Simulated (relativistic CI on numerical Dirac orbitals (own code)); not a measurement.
Method of calculation: Dirac-Coulomb-Breit CI, orbitals from a KLI potential per configuration, model QED, unscaled Slater integrals (own radial code, finite nucleus).

The strongest absorption lines from the ground level of an ion, among the configurations computed and to levels below about 13800 eV (vacuum wavelength in nm, gf): 0.09259 (0.45), 0.10496 (0.32), 0.10672 (0.7), 0.10681 (1.2), 0.10686 (2.1), 0.10951 (0.65), 0.12268 (2.2), 0.60529 (0.57).

(1) Which ion is it?
A. Os LXX
B. Gd LVIII
C. Ra LXXXII
D. Pb LXXVI

Answers

(1) A. Os LXX has 7 electrons and the ground level 2s2.2p3 2P°_3/2; the strongest line goes to 2s2.2p2.3d 2D_5/2. The pattern of lines fixes the number of electrons, and along that sequence the line energies rise steadily with the charge (about as its square where n changes within one kind of shell, about linearly where n is kept but much faster in heavy ions where fine structure, which grows about as Z⁴, sets the gap, and irregularly where shells cross), which fixes Z. Configurations outside the model, such as inner-shell arrays, can give stronger lines. At this charge energies of transitions that change n are usually good to better than 1 %, and those within a shell (Δn = 0) to a few per cent.

LS names give the leading component of a level, which can be under half, so a name can repeat, a term be missing and a line seem to break the LS rules.
